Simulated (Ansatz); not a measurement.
Harmonic vibrations of BGeH$_{6}$P, SMILES `[BH2][GeH2][PH2]` by finite differences.

```yaml
crystal:
  periodic: [false, false, false]
  atoms:
    - {symbol: B, position_ang: [-1.039907, 0.725094, -1.239590]}
    - {symbol: Ge, position_ang: [0.683317, 0.243273, -0.241808]}
    - {symbol: P, position_ang: [0.082793, -1.575227, 1.112256]}
    - {symbol: H, position_ang: [-1.367963, 0.108521, -2.207968]}
    - {symbol: H, position_ang: [-1.769026, 1.575633, -0.825947]}
    - {symbol: H, position_ang: [1.264970, 1.379222, 0.620499]}
    - {symbol: H, position_ang: [1.800992, -0.292921, -1.156065]}
    - {symbol: H, position_ang: [1.200163, -1.408859, 1.973495]}
    - {symbol: H, position_ang: [-0.766840, -0.801037, 1.948229]}
basis:
  gaussian: {orbitals: def2-TZVP}
hamiltonian: {xc: pbe0, dispersion: d4}
phonons: {temperatures: {t_min: 298.15, t_max: 900, t_step: 200}}
```

```sh
$ ansatz run in.yaml --threads 2 --pin off --events-out ev --progress --plain --max-ram 4352MiB
```

Output, abridged:

```
Functional definition: PBE0
mean field -66568.73709763 eV, -2446.3559664272 hartree, gradient 2.3e-5 eV, S^2 0.000000; 0 other end points of the search recorded, 0 dependent functions left out
mean field -66568.73700758 eV, -2446.3559631179 hartree, gradient 9.3e-7 eV, S^2 0.000000; 0 other end points of the search recorded, 0 dependent functions left out
mean field -66568.73703395 eV, -2446.3559640872 hartree, gradient 1.0e-6 eV, S^2 0.000000; 0 other end points of the search recorded, 0 dependent functions left out
mean field -66568.73703717 eV, -2446.3559642053 hartree, gradient 2.3e-6 eV, S^2 0.000000; 0 other end points of the search recorded, 0 dependent functions left out
mean field -66568.73700333 eV, -2446.3559629619 hartree, gradient 2.1e-6 eV, S^2 0.000000; 0 other end points of the search recorded, 0 dependent functions left out
mean field -66568.73699441 eV, -2446.3559626341 hartree, gradient 1.9e-6 eV, S^2 0.000000; 0 other end points of the search recorded, 0 dependent functions left out
mean field -66568.73703510 eV, -2446.3559641295 hartree, gradient 2.0e-6 eV, S^2 0.000000; 0 other end points of the search recorded, 0 dependent functions left out
mean field -66568.73702979 eV, -2446.3559639341 hartree, gradient 2.2e-6 eV, S^2 0.000000; 0 other end points of the search recorded, 0 dependent functions left out
mean field -66568.73701001 eV, -2446.3559632072 hartree, gradient 2.2e-6 eV, S^2 0.000000; 0 other end points of the search recorded, 0 dependent functions left out
mean field -66568.73703887 eV, -2446.3559642679 hartree, gradient 2.6e-6 eV, S^2 0.000000; 0 other end points of the search recorded, 0 dependent functions left out
mean field -66568.73702868 eV, -2446.3559638936 hartree, gradient 2.8e-6 eV, S^2 0.000000; 0 other end points of the search recorded, 0 dependent functions left out
mean field -66568.73702888 eV, -2446.3559639008 hartree, gradient 7.4e-7 eV, S^2 0.000000; 0 other end points of the search recorded, 0 dependent functions left out
mean field -66568.73703670 eV, -2446.3559641883 hartree, gradient 2.5e-6 eV, S^2 0.000000; 0 other end points of the search recorded, 0 dependent functions left out
mean field -66568.73703134 eV, -2446.3559639913 hartree, gradient 1.4e-6 eV, S^2 0.000000; 0 other end points of the search recorded, 0 dependent functions left out
mean field -66568.73702233 eV, -2446.3559636601 hartree, gradient 1.7e-6 eV, S^2 0.000000; 0 other end points of the search recorded, 0 dependent functions left out
mean field -66568.73701899 eV, -2446.3559635374 hartree, gradient 2.0e-6 eV, S^2 0.000000; 0 other end points of the search recorded, 0 dependent functions left out
mean field -66568.73707826 eV, -2446.3559657153 hartree, gradient 1.6e-6 eV, S^2 0.000000; 0 other end points of the search recorded, 0 dependent functions left out
mean field -66568.73706557 eV, -2446.3559652491 hartree, gradient 1.2e-6 eV, S^2 0.000000; 0 other end points of the search recorded, 0 dependent functions left out
mean field -66568.73699624 eV, -2446.3559627013 hartree, gradient 1.3e-6 eV, S^2 0.000000; 0 other end points of the search recorded, 0 dependent functions left out
mean field -66568.73707811 eV, -2446.3559657099 hartree, gradient 1.7e-6 eV, S^2 0.000000; 0 other end points of the search recorded, 0 dependent functions left out
mean field -66568.73709214 eV, -2446.3559662257 hartree, gradient 1.7e-6 eV, S^2 0.000000; 0 other end points of the search recorded, 0 dependent functions left out
mean field -66568.73707616 eV, -2446.3559656384 hartree, gradient 1.8e-6 eV, S^2 0.000000; 0 other end points of the search recorded, 0 dependent functions left out
mean field -66568.73707096 eV, -2446.3559654473 hartree, gradient 1.5e-6 eV, S^2 0.000000; 0 other end points of the search recorded, 0 dependent functions left out
mean field -66568.73703805 eV, -2446.3559642377 hartree, gradient 1.5e-6 eV, S^2 0.000000; 0 other end points of the search recorded, 0 dependent functions left out
mean field -66568.73705681 eV, -2446.3559649272 hartree, gradient 1.6e-6 eV, S^2 0.000000; 0 other end points of the search recorded, 0 dependent functions left out
mean field -66568.73705758 eV, -2446.3559649553 hartree, gradient 1.5e-6 eV, S^2 0.000000; 0 other end points of the search recorded, 0 dependent functions left out
mean field -66568.73707414 eV, -2446.3559655642 hartree, gradient 1.8e-6 eV, S^2 0.000000; 0 other end points of the search recorded, 0 dependent functions left out
mean field -66568.73706483 eV, -2446.3559652220 hartree, gradient 1.8e-6 eV, S^2 0.000000; 0 other end points of the search recorded, 0 dependent functions left out
mean field -66568.73705088 eV, -2446.3559647093 hartree, gradient 1.7e-6 eV, S^2 0.000000; 0 other end points of the search recorded, 0 dependent functions left out
mean field -66568.73707722 eV, -2446.3559656772 hartree, gradient 2.2e-6 eV, S^2 0.000000; 0 other end points of the search recorded, 0 dependent functions left out
mean field -66568.73708784 eV, -2446.3559660677 hartree, gradient 2.0e-6 eV, S^2 0.000000; 0 other end points of the search recorded, 0 dependent functions left out
mean field -66568.73709275 eV, -2446.3559662479 hartree, gradient 2.6e-6 eV, S^2 0.000000; 0 other end points of the search recorded, 0 dependent functions left out
mean field -66568.73707863 eV, -2446.3559657291 hartree, gradient 1.8e-6 eV, S^2 0.000000; 0 other end points of the search recorded, 0 dependent functions left out
mean field -66568.73707718 eV, -2446.3559656758 hartree, gradient 1.1e-6 eV, S^2 0.000000; 0 other end points of the search recorded, 0 dependent functions left out
mean field -66568.73705809 eV, -2446.3559649742 hartree, gradient 1.6e-6 eV, S^2 0.000000; 0 other end points of the search recorded, 0 dependent functions left out
mean field -66568.73707812 eV, -2446.3559657104 hartree, gradient 9.7e-7 eV, S^2 0.000000; 0 other end points of the search recorded, 0 dependent functions left out
mean field -66568.73707712 eV, -2446.3559656735 hartree, gradient 2.7e-6 eV, S^2 0.000000; 0 other end points of the search recorded, 0 dependent functions left out
mean field -66568.73707594 eV, -2446.3559656302 hartree, gradient 2.8e-6 eV, S^2 0.000000; 0 other end points of the search recorded, 0 dependent functions left out
mean field -66568.73705946 eV, -2446.3559650245 hartree, gradient 1.6e-6 eV, S^2 0.000000; 0 other end points of the search recorded, 0 dependent functions left out
mean field -66568.73708834 eV, -2446.3559660858 hartree, gradient 2.0e-6 eV, S^2 0.000000; 0 other end points of the search recorded, 0 dependent functions left out
mean field -66568.73708534 eV, -2446.3559659756 hartree, gradient 2.3e-6 eV, S^2 0.000000; 0 other end points of the search recorded, 0 dependent functions left out
mean field -66568.73706996 eV, -2446.3559654105 hartree, gradient 2.7e-6 eV, S^2 0.000000; 0 other end points of the search recorded, 0 dependent functions left out
mean field -66568.73708251 eV, -2446.3559658717 hartree, gradient 2.7e-6 eV, S^2 0.000000; 0 other end points of the search recorded, 0 dependent functions left out
mean field -66568.73705518 eV, -2446.3559648673 hartree, gradient 8.6e-7 eV, S^2 0.000000; 0 other end points of the search recorded, 0 dependent functions left out
mean field -66568.73705294 eV, -2446.3559647851 hartree, gradient 2.8e-6 eV, S^2 0.000000; 0 other end points of the search recorded, 0 dependent functions left out
mean field -66568.73708568 eV, -2446.3559659882 hartree, gradient 2.1e-6 eV, S^2 0.000000; 0 other end points of the search recorded, 0 dependent functions left out
mean field -66568.73709852 eV, -2446.3559664600 hartree, gradient 2.3e-6 eV, S^2 0.000000; 0 other end points of the search recorded, 0 dependent functions left out
mean field -66568.73707424 eV, -2446.3559655678 hartree, gradient 2.7e-6 eV, S^2 0.000000; 0 other end points of the search recorded, 0 dependent functions left out
mean field -66568.73706549 eV, -2446.3559652462 hartree, gradient 2.3e-6 eV, S^2 0.000000; 0 other end points of the search recorded, 0 dependent functions left out
mean field -66568.73706714 eV, -2446.3559653066 hartree, gradient 2.5e-6 eV, S^2 0.000000; 0 other end points of the search recorded, 0 dependent functions left out
mean field -66568.73707181 eV, -2446.3559654783 hartree, gradient 2.8e-6 eV, S^2 0.000000; 0 other end points of the search recorded, 0 dependent functions left out
mean field -66568.73706888 eV, -2446.3559653709 hartree, gradient 2.8e-6 eV, S^2 0.000000; 0 other end points of the search recorded, 0 dependent functions left out
mean field -66568.73708204 eV, -2446.3559658545 hartree, gradient 1.9e-6 eV, S^2 0.000000; 0 other end points of the search recorded, 0 dependent functions left out
mean field -66568.73707661 eV, -2446.3559656546 hartree, gradient 2.5e-6 eV, S^2 0.000000; 0 other end points of the search recorded, 0 dependent functions left out
mean field -66568.73706523 eV, -2446.3559652365 hartree, gradient 1.7e-6 eV, S^2 0.000000; 0 other end points of the search recorded, 0 dependent functions left out
Total energy: -66568.88907328 eV, -2446.3615514293 hartree
Atom 0 at    -1.039907     0.725094    -1.239590 Å, force     0.001881    -0.000280     0.001154 eV/Å
Atom 1 at     0.683317     0.243273    -0.241808 Å, force    -0.000691    -0.000128    -0.000260 eV/Å
Atom 2 at     0.082793    -1.575227     1.112256 Å, force     0.000060     0.000293     0.000336 eV/Å
Atom 3 at    -1.367963     0.108521    -2.207968 Å, force    -0.000661    -0.000294    -0.000874 eV/Å
Atom 4 at    -1.769026     1.575633    -0.825947 Å, force    -0.000921     0.000573    -0.000080 eV/Å
Atom 5 at     1.264970     1.379222     0.620499 Å, force     0.000130     0.000100     0.000104 eV/Å
Atom 6 at     1.800992    -0.292921    -1.156065 Å, force     0.000162    -0.000000    -0.000107 eV/Å
Atom 7 at     1.200163    -1.408859     1.973495 Å, force     0.000365    -0.000249    -0.000013 eV/Å
Atom 8 at    -0.766840    -0.801037     1.948229 Å, force    -0.000324    -0.000014    -0.000259 eV/Å
Dipole moment:    -0.010433     0.158970     0.010221 e Å
Vibrations: 87.21 98.73 118.83 346.62 402.64 500.19 534.81 607.58 691.32 733.49 763.39 864.48 919.43 1095.88 1165.72 2129.76 2135.70 2402.41 2413.52 2595.54 2691.35 cm⁻¹, zero-point energy 1.444329 eV
```

Run time 120 s (2 threads of an Intel Xeon Platinum 8223CL on a shared host); peak host memory 0.39 GiB.
